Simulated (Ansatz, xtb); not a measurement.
**Relative energy of two isomers of C2H6GeO2S**

Structure X: `O=COC[S][GeH3]`, a singlet. Structure Y: `C1OC[S][GeH2][O]1`, a singlet. Both are isolated molecules in the gas phase, relaxed with B3LYP-D3(BJ)/def2-SVP; each stands in its lowest conformer found.

Q: Which of the two would you expect CCSD(T)/def2-SVP + ΔMP2/def2-TZVPP electronic energies to favour?

A: Structure Y; the calculation gives E(Y) − E(X) = −7.0 kcal/mol.

Level by level:

| level | geometry | E(Y) − E(X) (kcal/mol) | departure from the last row (kcal/mol) | job, with rough time for the two |
| --- | --- | --- | --- | --- |
| GFN2-xTB | GFN2-xTB | −12.6 | −5.6 | optimisation, 0.45 s |
| HF/STO-3G | GFN2-xTB | −28.7 | −21.7 | single point, 0.44 s |
| r2SCAN-D4/def2-SVP | GFN2-xTB | −3.4 | +3.6 | single point, 2.4 s |
| B3LYP-D3(BJ)/def2-SVP | B3LYP-D3(BJ)/def2-SVP | −2.0 | +5.0 | optimisation, 40 s |
| HF/def2-SVP | B3LYP-D3(BJ)/def2-SVP | −2.1 | +4.9 | part of the CCSD(T) run |
| MP2/def2-SVP | B3LYP-D3(BJ)/def2-SVP | −1.8 | +5.2 | part of the CCSD(T) run |
| CCSD(T)/def2-SVP | B3LYP-D3(BJ)/def2-SVP | −1.1 | +5.9 | single point |
| CCSD(T)/def2-SVP + ΔMP2/def2-TZVPP | B3LYP-D3(BJ)/def2-SVP | −7.0 |  | single point, 35 s |

As drawn, Y has 1 C–O, 1 Ge–O, 1 C–H in place of 1 C=O, 1 Ge–H. Structure X has no ring, Y a 6-membered ring.

The levels shown agree on the order. The largest departure from CCSD(T)/def2-SVP + ΔMP2/def2-TZVPP is that of HF/STO-3G, 21.7 kcal/mol. The last row adds to CCSD(T) the change of the MP2 difference between the two basis sets, here −5.9 kcal/mol, a large step that makes the value less sure.

With thermal terms from frequencies at re-optimised GFN2-xTB minima (ideal gas, soft modes damped towards free rotors, one conformer each, 298.15 K, 1 atm): the zero-point term adds +2.2 kcal/mol; ΔH is −5.2 and ΔG −4.5 kcal/mol.

The correlated steps freeze 18 core orbitals; the filled d shell of Ge is correlated, in a basis made for valence electrons. Run with Ansatz 0.2.0, xtb 6.7.1; the last row on 4 threads of Intel(R) Xeon(R) Platinum 8375C CPU @ 2.90GHz (Ice Lake) on a shared host.
